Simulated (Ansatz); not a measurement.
Reaction (substitution at a C–O bond): `COB(Cl)Cl` + `CC[Si]O` → `CC[Si]OC` + `OB(Cl)Cl`

Program: Ansatz. Geometries: PBE0-D4/def2-TZVP. ΔE: electronic, gas phase. CBS: MP2 limit from def2 TZ/QZ plus the TZ coupled-cluster correction, frozen cores. This one scheme is used for every species. DFT in def2-TZVPP. B3LYP here is the variant with VWN-RPA as its local correlation; programs differ in this. Each species was taken in one conformer, which may not be the lowest.

| level | ΔE (kcal/mol) | difference from CCSD(T)/CBS |
| --- | --- | --- |
| LDA (SPW92) | 2.5 | 0.5 |
| PBE-D4 | 1.7 | -0.3 |
| revPBE-D4 | 1.1 | -0.9 |
| BLYP-D4 | 1.3 | -0.7 |
| r2SCAN-D4 | 1.8 | -0.2 |
| PBE0-D4 | 1.7 | -0.3 |
| B3LYP-D4 | 1.5 | -0.5 |
| r2SCANh-D4 | 1.8 | -0.2 |
| r2SCAN0-D4 | 1.8 | -0.2 |
| BHLYP-D4 | 1.5 | -0.5 |
| CAM-B3LYP-D4 | 1.9 | -0.1 |
| ωB97M-V | 1.9 | -0.1 |
| B2PLYP | 2.0 | 0.0 |
| PBE-QIDH | 1.9 | -0.1 |
| PBE | 2.1 | 0.1 |
| revPBE | 1.9 | -0.1 |
| BLYP | 2.1 | 0.1 |
| r2SCAN | 1.9 | -0.1 |
| PBE0 | 2.0 | 0.0 |
| B3LYP | 2.1 | 0.1 |
| r2SCAN0 | 1.9 | -0.1 |
| BHLYP | 2.0 | 0.0 |
| CAM-B3LYP | 2.2 | 0.2 |
| LC-ωPBE | 2.2 | 0.2 |
| RPA@PBE/def2-TZVPP | 1.5 | -0.5 |
| HF/def2-SVP | 1.2 | -0.8 |
| MP2/def2-SVP | 1.2 | -0.8 |
| CCSD/def2-SVP | 1.1 | -0.9 |
| CCSD(T)/def2-SVP | 1.1 | -0.9 |
| HF/def2-TZVPP | 1.7 | -0.3 |
| MP2/def2-TZVPP | 1.7 | -0.3 |
| SCS-MP2/def2-TZVPP | 1.7 | -0.3 |
| CCSD/def2-TZVPP | 1.7 | -0.3 |
| CCSD(T)/def2-TZVPP | 1.7 | -0.3 |
| HF/def2-QZVPP | 1.7 | -0.3 |
| MP2/def2-QZVPP | 1.9 | -0.1 |
| SCS-MP2/def2-QZVPP | 1.8 | -0.2 |
| HF/CBS(def2) | 1.7 | -0.3 |
| MP2/CBS(def2) | 2.0 | 0.0 |
| CCSD/CBS(def2) | 2.0 | 0.0 |
| CCSD(T)/CBS | 2.0 | 0 |

Largest T1 diagnostic among the species: 0.013.

At CCSD(T), def2-SVP lies −0.9 kcal/mol from the extrapolated value and def2-TZVPP −0.3 kcal/mol. Leaving LDA and LC-ωPBE aside and taking each functional with its dispersion term where it has one, the values spread over 0.8 kcal/mol, from revPBE-D4 to B2PLYP.
